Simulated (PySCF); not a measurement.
SMILES [OH][Na] (HNaO) (CAM-B3LYP/def2-SVP optimised geometry):

```
3

Na     1.428     0.003     0.000
O     -0.470     0.003     0.000
H     -1.428    -0.003     0.010
```

Computed with CAM-B3LYP/def2-TZVP (PySCF).

Q: What are the frontier orbital energies and the dipole moment?

A: HOMO-2 -10.83 eV, HOMO-1 -6.69 eV, HOMO -6.69 eV, LUMO -0.82 eV, LUMO+1 1.03 eV; dipole moment 6.05 D.

On the same geometry PBE/def2-TZVP in PySCF gives HOMO-2 -7.73 eV, HOMO-1 -3.66 eV, HOMO -3.66 eV, LUMO -1.76 eV, LUMO+1 0.24 eV; dipole moment 5.83 D.

Meta-Löwdin charges at CAM-B3LYP/def2-TZVP: Na1 0.84, O2 -1.14, H3 0.30.
